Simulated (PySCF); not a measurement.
# Se (selenium, neutral) across methods

[Ar] 3d10 4s2 4p3 4d1, high-spin 5D determinant (an excited configuration). Calculation: PySCF 2.14, in dyall-av2z (16s12p8d, 92 functions); no relativity, point nucleus.

```
method  E (hartree)  mean ε 4s β (eV)  mean ε 4p α (eV)  mean ε 4d α (eV)  Σ⟨r²⟩ (bohr²)   ⟨S²⟩
   UHF  -2399.52470           -19.753           -14.163            -0.076          45.21  6.001
  PW91    -2401.332           -16.850            -9.083             2.386          45.08  6.000
   PBE    -2400.824           -16.765            -9.039             2.409          45.12  6.000
 HSE06    -2400.878           -17.636           -10.061             2.082          45.01  6.000
  PBE0    -2400.895           -17.880           -10.500             1.680          44.99  6.000
  TPSS    -2401.105           -16.582            -9.189             2.469          44.98  6.001
   LDA    -2397.761           -17.192            -9.104             2.540          45.08  6.000
r2SCAN    -2401.158           -16.833            -9.576             2.399          44.93  6.001
```

Problem. Estimate the same row for r2SCAN0.

Solution. E (hartree) = -2401.152; mean ε 4s β (eV) = -17.932; mean ε 4p α (eV) = -10.861; mean ε 4d α (eV) = 1.708; Σ⟨r²⟩ (bohr²) = 44.88; ⟨S²⟩ = 6.001.

The outer electron is Rydberg-like, and this basis confines it to a smaller radius and binds it less than a complete one would.

The highest occupied level is positive at PW91, r2SCAN0, PBE, HSE06, PBE0, TPSS, LDA, r2SCAN: only the finite basis holds that electron, which in a density functional comes from self-interaction.
